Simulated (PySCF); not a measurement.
Species: C₈H₇OP.
Bonds: C1–C2, C2–O3 (aromatic), O3–C4 (aromatic), C4–C5 (aromatic), C5–C6 (aromatic), C6–C7 (aromatic), C7–C8 (aromatic), C8–C9 (aromatic), C9–P10 (aromatic), C2–P10 (aromatic), C4–C9 (aromatic). Hydrogens: H11, H12, H13 on C1; H14 on C5; H15 on C6; H16 on C7; H17 on C8.

The same species was optimised twice, with GFN2-xTB and with PBE0-D3(BJ)/def2-SVP (PySCF), and the same property calculations (PySCF, gas phase) were run on both structures.

```csv
coordinate,GFN2-xTB,PBE0-D3(BJ)/def2-SVP,change
C9–P10 (Å),1.787,1.799,+0.012
C7–C8 (Å),1.377,1.388,+0.011
C5–C6 (Å),1.378,1.389,+0.011
C6–C7 (Å),1.395,1.405,+0.010
C8–C9 (Å),1.395,1.404,+0.009
C1–C2 (Å),1.492,1.483,-0.009
O3–C4 (Å),1.346,1.353,+0.007
C4–C5 (Å),1.389,1.393,+0.004
C4–C9 (Å),1.406,1.404,-0.002
C2–P10 (Å),1.714,1.715,+0.001
C2–O3 (Å),1.350,1.350,0.000
C5–C4–C9 (°),121.5,123.1,+1.6
C1–C2–P10 (°),127.9,129.4,+1.5
O3–C4–C5 (°),124.0,122.7,-1.3
C8–C9–P10 (°),130.7,131.8,+1.1
C1–C2–O3 (°),115.4,114.2,-1.2
C4–C9–C8 (°),119.2,118.3,-0.9
C4–C5–C6 (°),118.1,117.4,-0.7
C2–O3–C4 (°),111.4,112.0,+0.6
```

Rotational constants: A = 2795, B = 924.9, C = 698.0 MHz (GFN2-xTB) against A = 2764, B = 919.5, C = 692.9 MHz (PBE0-D3(BJ)/def2-SVP).

On the GFN2-xTB structure: HOMO (eV) -6.34 [PBE0/pcSseg-1]; LUMO (eV) -1.16 [PBE0/pcSseg-1]; dipole (D) 1.00 [PBE0/pcSseg-1]; GIAO shielding of C1 (ppm) 164.9 [PBE0/pcSseg-1]; GIAO shielding of C2 (ppm) -25.0 [PBE0/pcSseg-1]; GIAO shielding of O3 (ppm) 3.2 [PBE0/pcSseg-1]; GIAO shielding of C4 (ppm) 23.5 [PBE0/pcSseg-1]; GIAO shielding of C5 (ppm) 68.4 [PBE0/pcSseg-1]; GIAO shielding of C6 (ppm) 56.5 [PBE0/pcSseg-1]; GIAO shielding of C7 (ppm) 59.2 [PBE0/pcSseg-1]; GIAO shielding of C8 (ppm) 52.4 [PBE0/pcSseg-1].

Question: What do these properties become on the PBE0-D3(BJ)/def2-SVP structure?

Answer: 
```tsv
property	level	on GFN2-xTB	on PBE0-D3(BJ)/def2-SVP	change
HOMO (eV)	PBE0/pcSseg-1	-6.34	-6.39	-0.05
LUMO (eV)	PBE0/pcSseg-1	-1.16	-1.19	-0.03
dipole (D)	PBE0/pcSseg-1	1.00	1.05	+0.05
energy, GFN2-xTB geometry as zero (kcal/mol)	PBE0/pcSseg-1	0.0	-1.9	-1.9
GIAO shielding of C1 (ppm)	PBE0/pcSseg-1	164.9	163.0	-1.9
GIAO shielding of C2 (ppm)	PBE0/pcSseg-1	-25.0	-23.9	+1.1
GIAO shielding of O3 (ppm)	PBE0/pcSseg-1	3.2	3.4	+0.2
GIAO shielding of C4 (ppm)	PBE0/pcSseg-1	23.5	21.1	-2.4
GIAO shielding of C5 (ppm)	PBE0/pcSseg-1	68.4	66.3	-2.1
GIAO shielding of C6 (ppm)	PBE0/pcSseg-1	56.5	53.1	-3.4
GIAO shielding of C7 (ppm)	PBE0/pcSseg-1	59.2	56.4	-2.8
GIAO shielding of C8 (ppm)	PBE0/pcSseg-1	52.4	49.7	-2.7
```

The heavy atoms differ by 0.020 Å rms after alignment. Among the bonds compared C5–C6, C7–C8 and C9–P10 change most and about equally (+0.011 to +0.012 Å). Changes are differences of the printed values. Neither structure is proved a minimum here.
